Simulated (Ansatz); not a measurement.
`F[SiH](Cl)C#C[SiH2]Cl`, relaxed with RKS PBE-D4/def2-SVP in Ansatz 0.2.0 from a rough embedded geometry. The force threshold is 0.03 eV/Å; the program also tests the step.

Charge 0, multiplicity 1.

Start:

```xyz
10

F    -2.004    2.412   -1.161
Si   -2.175    0.911   -0.802
Cl   -3.595    0.691    0.674
C    -0.453    0.242   -0.208
C     0.534   -0.150    0.177
Si    2.186   -0.798    0.803
Cl    2.817   -2.310   -0.472
H    -2.603    0.180   -2.008
H     3.229    0.234    0.825
H     2.064   -1.412    2.173
```

```csv
step,energy (eV),largest force (eV/Å),largest move (Å)
1,-45602.1913,12.980,0.000
2,-45603.0483,1.564,0.076
3,-45603.1027,0.532,0.029
4,-45603.1100,0.055,0.014
5,-45603.1107,0.018,0.013
```

End:

```xyz
10

F    -1.986    2.462   -1.150
Si   -2.132    0.877   -0.800
Cl   -3.529    0.671    0.699
C    -0.521    0.262   -0.198
C     0.566   -0.176    0.198
Si    2.179   -0.824    0.795
Cl    2.824   -2.329   -0.481
H    -2.581    0.159   -2.024
H     3.182    0.288    0.791
H     1.997   -1.391    2.169
```

It took 9.5 s on 2 threads of an AMD EPYC 7R13 on a shared host and a share of an NVIDIA H100 80 GB, with 0.82 GiB of host memory at the peak.
